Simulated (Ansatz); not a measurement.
A run for Ansatz (a first-principles code): U-PBE/def2-TZVPP on Sb2, a point of a bond scan (R = 4.976 Å). Elements past Kr take the def2 small-core potentials; no spin–orbit coupling.

Ansatz 0.2 input:
```yaml
crystal:
  periodic: [false, false, false]
  atoms:
    - {symbol: Sb, position_ang: [-0.00000000, -0.00000000, -1.24399440]}
    - {symbol: Sb, position_ang: [0.00000000, 0.00000000, 3.73198320]}
basis:
  gaussian:
    orbitals: def2-TZVPP
hamiltonian:
  xc: {name: PBE}
magnetization: {spin_polarized: true, initial_magnetization: 0}
```

The log:

```
WARN ansatz: RAYON_NUM_THREADS=1 ignored (pool sized by the plan → 1); use --threads N
Functional definition: PBE
integrals: 0.03 GiB planned
766 factors; their error is unknown
mean field: 0.26 GiB planned
mean field evaluation 1: about -13070.5161 eV, gradient 2.8e0 eV
mean field evaluation 2: about -13070.5592 eV, gradient 2.0e0 eV
mean field evaluation 4: about -13048.9429 eV, gradient 4.1e1 eV
mean field evaluation 8: about -13070.5828 eV, gradient 2.5e-2 eV
mean field evaluation 16: about -13070.6587 eV, gradient 5.7e-1 eV
mean field evaluation 32: about -13071.0566 eV, gradient 1.0e0 eV
mean field evaluation 64: about -13070.4856 eV, gradient 2.6e-1 eV
mean field evaluation 96: about -13070.5930 eV, gradient 3.4e-1 eV
mean field evaluation 128: about -13066.7506 eV, gradient 1.2e1 eV
mean field -13072.82016207 eV, -480.4172798805 hartree, gradient 3.3e-5 eV, S^2 2.920660; 9 other end points of the search recorded, 0 dependent functions left out
reference -13072.82020058 eV, -480.4172812955 hartree; 23, 23 occupied and 77, 77 virtual orbitals, 766 factors
Total energy: -13072.82020058 eV, -480.4172812955 hartree
```

The run converged. Its determinant has ⟨S²⟩ = 2.92, a mixture of spin states.

Cost: around 14 core-seconds (rough).
